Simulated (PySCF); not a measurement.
Molecule: sum formula H6SiN2O2, net charge 0, singlet state. SMILES: N[Si](N)(O)O
Structure (B3LYP-D3(BJ)/def2-TZVP (Ansatz) minimum search):
```xyz
11

Si    -0.0057    -0.0156    -0.0031
O     -0.6135    -1.3154    -0.8085
O      1.6155    -0.1104    -0.3250
N     -0.4868     1.5601    -0.4653
N     -0.5584    -0.2067     1.5919
H     -0.0393    -1.6929    -1.4793
H      2.1712     0.5861     0.0318
H     -0.1067     1.9833    -1.2970
H     -1.4348     1.8617    -0.3034
H     -0.5116     0.5284     2.2756
H     -0.6978    -1.1159     1.9983
```
Charge 0, spin multiplicity 1.

Dispersion corrections to the total energy (kcal/mol) from the dftd3 and dftd4 libraries through PySCF: D3(BJ) without and D4 with the three-body term, each with the damping fitted for the functional named.

```csv
functional,D3(BJ),D4
B3LYP,-8.63,-8.48
PBE0,-4.30,-4.41
r2SCAN,-1.39,-1.28
TPSSh,…,-6.46
BLYP,-10.54,…
revPBE,-12.40,-16.70
LC-wPBE,-4.66,…
```

Problem. Some entries are withheld; supply them.

Solution. 
- TPSSh, D3(BJ): -5.73
- BLYP, D4: -11.74
- LC-wPBE, D4: -5.85
